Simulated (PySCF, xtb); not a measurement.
CH8O2Si3, SMILES O[Si@@H]1[Si@H](O[SiH2]1)C. Other conformers were not sampled.

Harmonic wavenumbers (cm⁻¹) from GFN2-xTB in xtb at its own minimum, in rising order: 81, 101, 113, 135, 160, 230, 291, 340, 358, 369, 417, 421, 576, 587, 615, 647, 656, 717, 763, 777, 801, 813, 827, 837, 871, 1370, 1489, 1490, 2142, 2178, 2197, 2234, 3033, 3035, 3046, 3685.

What does PBE-D3(BJ)/def2-SVP (PySCF) give at its own minimum? (An estimate is asked for; the answer gives what the named calculation found.)

64, 102, 136, 155, 172, 244, 274, 310, 389, 395, 441, 569, 619, 665, 682, 697, 721, 734, 742, 821, 864, 875, 877, 889, 930, 1209, 1372, 1379, 2121, 2132, 2146, 2155, 2974, 3075, 3085, 3756. Paired by order, the mean absolute difference is 51 cm⁻¹ and the zero-point energies are 54.9 and 55.4 kcal/mol.
